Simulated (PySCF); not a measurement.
Computed IR spectrum (relative IR intensity) of a molecule C₂H₆ClFSi. Geometry: PBE0-D3(BJ)/def2-SVP. One conformer was computed; it need not be the lowest. Method: PBE0-D3(BJ)/def2-SVP (PySCF). Frequencies are harmonic and unscaled.

Lines under 2 % of the strongest are left out, and lines within 2 cm⁻¹ are merged.

| ν (cm⁻¹) | relative intensity |
|---|---|
| 244 | 3.3 |
| 410 | 13 |
| 540 | 29 |
| 658 | 4.6 |
| 682 | 2.5 |
| 820 | 100 |
| 828 | 20 |
| 910 | 70 |
| 976 | 19 |
| 985 | 11 |
| 1066 | 7.0 |
| 1268 | 2.7 |
| 1420 | 3.3 |
| 1475 | 3.9 |
| 1478 | 3.8 |
| 2288 | 59 |
| 3053 | 3.8 |
| 3060 | 9.8 |
| 3155 | 5.5 |
| 3158 | 4.7 |

### Question
Pick the molecule that these values belong to.
A. F[C@H]([SiH3])CCl
B. CC[SiH](F)Cl
C. C[Si](C)(F)Cl
D. F[C@@H](Cl)C[SiH3]

### Answer
B, CC[SiH](F)Cl
